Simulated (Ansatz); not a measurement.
Cartesian coordinates (Å):
```xyz
5

F     -0.8702    -1.1519    -0.6364
Si    -0.0029    -0.0020     0.0413
F     -0.5316     1.4027    -0.4889
F      1.5097    -0.1757    -0.4232
H     -0.1051    -0.0731     1.5073
```
Charge 0, spin multiplicity 1.

Computed with Ansatz (a program for electronic structure) with frozen-core CCSD(T)/def2-TZVPP // PBE-D3(BJ)/def2-TZVP.

The HF energy is -588.19704 Ha. The MP2 correlation energy is -0.86543 Ha.

Q: Estimate the CCSD correlation energy, the (T) correction, the total energy and the T1 diagnostic.

A: 
| Item | Value |
|---|---|
| CCSD correlation energy | -0.87209 Ha |
| (T) correction | -0.02414 Ha |
| CCSD(T) total energy | -589.09327 Ha |
| T1 diagnostic | 0.012 |
